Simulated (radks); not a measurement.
Excited configurations of neutral caesium: one electron is placed in a higher orbital outside [Xe]. The ground configuration is [Xe] 6s1. Calculated with a radial shooting solver on a logarithmic mesh with Libxc functionals: Dirac Kohn-Sham, PBE, spin-unpolarised, spherical densities, point nucleus; open shells fill j = l - 1/2 first. Excitation = E - E(ground); binding = E(ion) - E, where the ion is the core of charge +1; n* = 1/sqrt(2 binding) in atomic units, and the quantum defect is n - n*.

outer orbital  excitation (eV)  binding (eV)     n*  eigenvalue (eV)  <r> (bohr)
5f5/2                    3.232         0.631  4.643           -0.366       29.18
6p1/2                    1.320         2.543  2.313           -1.310       7.595
6d3/2                    2.555         1.308  3.226           -0.687       13.71
7s1/2                    2.087         1.776  2.768           -1.074       12.28
7p1/2                    2.503         1.360  3.163           -0.802       15.27

The Delta-SCF ionisation energy is 3.863 eV (NIST Atomic Spectra Database: 3.894 eV, measured). Self-interaction in the functional shifts the binding energies and quantum defects, so they are the method's values and not measured ones. Spin polarisation and multiplet splitting are left out, so open shells lie too high by an amount that depends on their filling.

Beside tabulated values, note that spin-unpolarised runs miss the spin-polarisation part of the exchange energy of open shells.
